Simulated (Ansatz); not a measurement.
`[MgH][Br]` and `[NH2][Mg][Br]` differ in one atom or group.

Ansatz, PBE0-D4/def2-TZVP geometries, multiplicity 1. Each molecule was computed in one conformer, which needn't be the lowest.

Scalar relativity is left out up to krypton.

| property | `[MgH][Br]` |
| --- | --- |
| HOMO energy (ωB97M-V/def2-TZVPP) / eV | -10.40 |
| HOMO–LUMO gap (PBE0/def2-TZVPP) / eV | 7.16 |
| size of the dipole moment (PBE/def2-TZVPP) / D | 1.41 |
| LUMO energy (ωB97M-V/def2-TZVPP) / eV | 0.36 |
| HOMO energy (B3LYP/def2-TZVPP) / eV | -7.91 |
| zero-point energy (PBE0-D4/def2-TZVP) / kJ/mol | 16.0 |

Q: What does the change do to each property? (Best estimate.)

A: Ansatz gave: 
```csv
property,`[NH2][Mg][Br]`,shift
HOMO energy (ωB97M-V/def2-TZVPP) / eV,-9.09,1.31
HOMO–LUMO gap (PBE0/def2-TZVPP) / eV,5.39,-1.77
size of the dipole moment (PBE/def2-TZVPP) / D,2.16,0.75
LUMO energy (ωB97M-V/def2-TZVPP) / eV,0.04,-0.32
HOMO energy (B3LYP/def2-TZVPP) / eV,-6.45,1.46
zero-point energy (PBE0-D4/def2-TZVP) / kJ/mol,65.4,49.4
```

With PBE0 the HOMO rises by 1.51 eV and the LUMO falls by 0.26 eV, so the gap narrows by about 1.77 eV. PBE moves the HOMO by 1.62 eV and ωB97M-V by 1.31 eV. The zero-point energy changes by 49.4 kJ/mol with +5 modes. Dipoles are sizes alone; their direction can turn.

B3LYP here is the variant with VWN-RPA as its local correlation; programs differ in this.
